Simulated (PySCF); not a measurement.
silylphosphine cation (H₅PSi), SMILES [SiH3]P (connectivity only; charge and spin as stated), charge +1, multiplicity 2.

Geometry optimised at B3LYP-D3(BJ)/def2-TZVP. The multiplicity is an assumed one; other spin states were not compared.

Computed with TDA-B3LYP/def2-SVPD (PySCF).

Vertical excitations. The molecule is in vacuum.

Computed excitation energies, oscillator strengths and character:
```csv
state,energy (eV),λ (nm),f,main pairs
root 1,3.67,338,0.003,"β HOMO−2→LUMO 64 %, β HOMO−1→LUMO 35 %"
root 2,3.99,311,0.000,β HOMO→LUMO 99 %
root 3,4.19,296,0.041,"β HOMO−1→LUMO 64 %, β HOMO−2→LUMO 34 %"
root 4,5.53,224,0.001,β HOMO−3→LUMO 96 %
root 5,6.23,199,0.006,α HOMO→LUMO 97 %
root 6,6.41,193,0.002,α HOMO→LUMO+1 96 %
root 7,7.39,168,0.018,α HOMO→LUMO+2 86 %
root 8,7.61,163,0.000,"α HOMO−1→LUMO 61 %, β HOMO→LUMO+1 26 %"
root 9,7.65,162,0.001,"α HOMO−2→LUMO 48 %, β HOMO−1→LUMO+1 31 %, β HOMO−2→LUMO+1 7 %"
root 10,7.89,157,0.003,"α HOMO→LUMO+3 42 %, α HOMO−3→LUMO 17 %, α HOMO→LUMO+2 7 %, β HOMO−2→LUMO+1 20 %"
```
Unrestricted roots are not spin-pure.
